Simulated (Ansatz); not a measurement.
Gas-phase electronic energies from Ansatz, PBE0-D4/def2-TZVP geometries. CCSD(T)/CBS adds triple-zeta CCSD(T) − MP2 to the extrapolated MP2 energy (def2 sets, frozen cores). This one scheme is used for every species. DFT in def2-TZVPP. def2 core potentials past Kr. For In outer-core shells are correlated without core-valence functions, which leaves a few kJ/mol of doubt a bond. One conformer a species, not always the lowest.

Reaction (ligand exchange at the In–O bond): `[OH][In]([Cl])[O][SiH3]` + HCl → `[OH][In]([Cl])[Cl]` + silanol

```tsv
level	ΔE (eV)
r2SCAN0-D4	-0.83
CAM-B3LYP-D4	-0.76
LC-ωPBE	-0.77
CCSD(T)/def2-SVP	-0.67
```

Task: What does CCSD(T)/CBS give? (Estimate.)

Result: The calculation gave: -0.70 eV. The listed levels differ from it by -0.13, -0.06, -0.07, 0.03 eV.

Largest T1 diagnostic among the species: 0.015.

From r2SCAN to r2SCAN0 (25 % exact exchange), in def2-TZVPP and without D4, ΔE moves by −0.04 eV. The D4 term adds +0.04 eV with B3LYP and +0.03 eV with PBE0; it sums over pairs of atoms, weighted by their polarisabilities, and B3LYP, whose exchange is more repulsive, gets the larger term. In def2-TZVPP, CCSD(T) changes the Hartree–Fock value by +0.20 eV (the triples alone add +0.03 eV) and MP2 by +0.18 eV.

B3LYP here is the variant with VWN-RPA as its local correlation; programs differ in this.
